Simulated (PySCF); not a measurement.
Electronic structure of Si⁺ (silicon, charge +1) at the r2SCAN level

Configuration: [Ne] 3s2 3p1, 2P determinant. Calculation: PySCF 2.14, in pcseg-2; no relativity, point nucleus.

```
Total energy                                                  : -289.0395 hartree
One-electron energy                                           : -395.9902 hartree
Hartree (Coulomb) energy                                      : 127.4752 hartree
Exchange-correlation energy                                   : -20.5246 hartree
Kinetic energy                                                : 288.89278 hartree
⟨S²⟩                                                          : 0.7575
⟨L²⟩                                                          : 2.024
Sum of ⟨r⟩                                                    : 11.17 bohr
Sum of ⟨r²⟩                                                   : 19.92 bohr²
Traceless quadrupole moment −½Σ⟨3z² − r²⟩ along its main axis : -2.69 e·bohr²
Density at the nucleus (Gaussians lack the cusp)              : 1730 bohr⁻³
Spin density at the nucleus                                   : 0.00271 bohr⁻³
Langevin diamagnetic susceptibility                           : -15.8 ×10⁻⁶ cm³/mol
Time after the integrals                                      : 0.54 s of wall time on 1 thread of Neoverse-N1 (shared host)
```

```json
{"shell": "1s α", "electrons": "1", "mean orbital energy (hartree)": "-66.20624", "spread (hartree)": "0", "rms radius, mean of both spins (bohr)": "0.130"}
{"shell": "1s β", "electrons": "1", "mean orbital energy (hartree)": "-66.20169", "spread (hartree)": "0", "rms radius, mean of both spins (bohr)": "0.130"}
{"shell": "2s α", "electrons": "1", "mean orbital energy (hartree)": "-5.59215", "spread (hartree)": "0", "rms radius, mean of both spins (bohr)": "0.621"}
{"shell": "2s β", "electrons": "1", "mean orbital energy (hartree)": "-5.58870", "spread (hartree)": "0", "rms radius, mean of both spins (bohr)": "0.621"}
{"shell": "2p α", "electrons": "3", "mean orbital energy (hartree)": "-3.93494", "spread (hartree)": "0.00628", "rms radius, mean of both spins (bohr)": "0.603"}
{"shell": "2p β", "electrons": "3", "mean orbital energy (hartree)": "-3.92883", "spread (hartree)": "0.01675", "rms radius, mean of both spins (bohr)": "0.603"}
{"shell": "3s α", "electrons": "1", "mean orbital energy (hartree)": "-0.71669", "spread (hartree)": "0", "rms radius, mean of both spins (bohr)": "2.24"}
{"shell": "3s β", "electrons": "1", "mean orbital energy (hartree)": "-0.67985", "spread (hartree)": "0", "rms radius, mean of both spins (bohr)": "2.24"}
{"shell": "3p α", "electrons": "1", "mean orbital energy (hartree)": "-0.46156", "spread (hartree)": "0", "rms radius, mean of both spins (bohr)": "2.63"}
```
